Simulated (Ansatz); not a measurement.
```xyz
13

C    -0.881   -1.395   -0.277
C    -0.362   -0.133    0.317
Al    1.402    0.669    0.558
O     2.802   -0.076   -0.050
C    -1.130    1.097    0.131
O    -0.009    0.981   -0.763
H    -0.076   -2.036   -0.642
H    -1.400   -1.949    0.512
H    -1.591   -1.217   -1.091
H     1.564    1.906    1.521
H     2.815   -0.812   -0.656
H    -1.057    1.915    0.845
H    -2.076    1.050   -0.405
```

Total charge 0; spin multiplicity 1. The bonds changed during the relaxation, so this is another structure than the one it started from.

Problem. List the PBE/def2-TZVPP orbital energies in eV (the Gaussian-basis code of Ansatz). (An estimate is asked.)

Solution. Computed: Occupied: -1505.96, -511.73, -509.35, -270.80, -270.25, -269.22, -106.24, -68.29, -68.18, -68.12, -27.22, -23.73, -18.92, -16.99, -14.68, -12.90, -11.94, -11.66, -10.77, -10.52, -9.59, -8.38, -8.06, -7.56, -7.40, -7.13, -6.18. Lowest empty: -0.60, -0.25, 0.20, 0.60, 0.87, 1.53, 1.63, 1.82.
